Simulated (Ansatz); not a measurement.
`[NH2][GeH2][CH]=O` and `[CH3][GeH]([NH2])[CH]=O` differ in one atom or group.

Ansatz, PBE0-D4/def2-TZVP geometries, multiplicity 1. Each molecule was computed in one conformer, which needn't be the lowest.

Scalar relativity is left out up to krypton.

```csv
property,`[NH2][GeH2][CH]=O`
LUMO energy (PBE0/def2-TZVPP) / eV,-1.46
HOMO–LUMO gap (PBE/def2-TZVPP) / eV,2.82
size of the dipole moment (B3LYP/def2-TZVPP) / D,2.93
HOMO energy (B3LYP/def2-TZVPP) / eV,-6.63
size of the dipole moment (ωB97M-V/def2-TZVPP) / D,2.97
HOMO–LUMO gap (ωB97M-V/def2-TZVPP) / eV,9.86
```

Q: What does the change do to each property? (Estimate.)

A: Ansatz gave: 
```
                                          property  `[CH3][GeH]([NH2])[CH]=O`  shift
                LUMO energy (PBE0/def2-TZVPP) / eV                      -1.34   0.12
               HOMO–LUMO gap (PBE/def2-TZVPP) / eV                       2.62  -0.20
  size of the dipole moment (B3LYP/def2-TZVPP) / D                       1.92  -1.01
               HOMO energy (B3LYP/def2-TZVPP) / eV                      -6.28   0.35
size of the dipole moment (ωB97M-V/def2-TZVPP) / D                       1.92  -1.05
           HOMO–LUMO gap (ωB97M-V/def2-TZVPP) / eV                       9.61  -0.25
```

With PBE0 the HOMO rises by 0.34 eV and the LUMO rises by 0.12 eV, so the gap narrows by about 0.22 eV. PBE moves the HOMO by 0.34 eV and ωB97M-V by 0.35 eV. Dipoles are sizes alone; their direction can turn.

B3LYP here is the variant with VWN-RPA as its local correlation; programs differ in this.
